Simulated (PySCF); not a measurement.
Two species compared at the same levels of theory.

First species: C9H11OP.
InChI=1S/C9H11OP/c1-3-8-11(4-2)9-6-5-7-10-9/h5-7H,4H2,1-2H3

Second species: C9H11OP.
SMILES: `C=CC1C=CP(C(C)=O)C=C1`

Levels: PBE0/pcSseg-1 for dipole moment, HOMO energy, LUMO energy and HOMO–LUMO gap; GFN2-xTB for rotational constant A and rotational constant C. Geometries: GFN2-xTB. All species are isolated and taken at one optimised geometry, non-relativistic unless stated. Electronic properties by PySCF.

The conformers computed, where there is a choice (atom-mapped SMILES and torsion angles):
- `[CH3:1][C:2]#[C:3][P:4]([CH2:5][CH3:6])[c:7]1[cH:8][cH:9][cH:10][o:11]1`: C3–P4–C5–C6 73°, C3–P4–C7–C8 -22°
- `[CH2:1]=[CH:2][CH:3]1[CH:4]=[CH:5][P:6]([C:7]([CH3:8])=[O:9])[CH:10]=[CH:11]1`: C1–C2–C3–C4 -120°, C5–P6–C7–C8 -50°

Values for the first species:

| Property | Result |
| --- | --- |
| Dipole moment | 2.15 D |
| HOMO energy | -6.07 eV |
| LUMO energy | -0.06 eV |
| HOMO–LUMO gap | 6.01 eV |
| Rotational constant A | 1.292 GHz |
| Rotational constant C | 0.473 GHz |

Question: Estimate the same properties for the second species, and the change in each.

Answer: 
```json
{"property": "dipole moment", "first": "2.15 D", "second": "2.70 D", "second less first": "+0.55 D"}
{"property": "HOMO energy", "first": "-6.07 eV", "second": "-6.37 eV", "second less first": "-0.30 eV"}
{"property": "LUMO energy", "first": "-0.06 eV", "second": "-0.86 eV", "second less first": "-0.80 eV"}
{"property": "HOMO–LUMO gap", "first": "6.01 eV", "second": "5.51 eV", "second less first": "-0.50 eV"}
{"property": "rotational constant A", "first": "1.292 GHz", "second": "2.389 GHz", "second less first": "+1.097 GHz"}
{"property": "rotational constant C", "first": "0.473 GHz", "second": "0.527 GHz", "second less first": "+0.054 GHz"}
```

On the first: The dipole equals about 7.2 × 10⁻³⁰ C·m (1 D = 3.33564 × 10⁻³⁰ C·m). GFN2-xTB frequencies show an imaginary mode (21i cm⁻¹), so this geometry is no minimum at that level.

On the second: In atomic units the dipole is 1.06 e·bohr (1 au = 2.5417 D).
